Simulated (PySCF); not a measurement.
Structure elucidation problem

An unknown has the formula C6H13BO2. Its calculated NMR data are:

1H NMR (400 MHz, computed): δ 5.75 (m, 1H), 5.26 (m, 1H), 3.60 (s, 6H), 1.71 (d, 3H), 1.47 (d, 2H).

13C{1H} NMR (computed): δ 137.6 (CH), 130.9 (CH), 52.4 (CH3), 21.6 (CH3), 21.4 (CH2).

[PySCF 2.14.0 with density-fitted response routines: structure optimised with PBE0-D3(BJ)/def2-SVP; GIAO B3LYP/pcSseg-1 shieldings; rapidly exchanging positions averaged; non-relativistic; a single conformation; no solvent]

Referencing at the same level of theory: TMS for 1H, 13C.

Propose a structure and justify it.

Answers


1. 5 carbon signals for 6 carbons: some carbons are equivalent by symmetry or fast rotation.
2. Carbon types of the structure: 2 × CH, 1 × CH2, 3 × CH3, which accounts for all hydrogens.
3. δC 137.6, 130.9: alkene CH; an sp2 carbon of a C=C bond.
4. δC 52.4: methyl carbon bonded to O; the inductive effect lowers its shielding.
5. δC 21.6: allylic methyl carbon; saturated and bonded to C and H only.
6. δH 5.75, 5.26: hydrogen on an alkene CH; a vinylic proton, deshielded by the sp2 carbon and the C=C anisotropy.
7. δH 3.60: hydrogen on a methyl carbon bonded to O; its carbon carries O, hence the downfield position.
8. δH 1.71: hydrogen on an allylic methyl carbon; allylic position.
9. δH 1.47: hydrogen on an allylic sp3 CH2 bonded to B; allylic position.

Structure: SMILES C/C=C/CB(OC)OC.

This is the structure that produced the data.

A carbon bonded to boron is broadened by the quadrupolar boron nucleus and is often missing from a measured spectrum. Shifts are as computed. Against solution values, carbons near 30 ppm lie about +2 ppm off and those near 130 ppm about +6 ppm. Of 1211 compounds with measured shifts, 218 miss one by over three times the rms of a fit or turn the order of signals round; such compounds aren't used in these exercises. Multiplicities follow the n + 1 count of equivalent neighbours, as no J values were calculated; m marks all less simple cases, F and P coupling included.
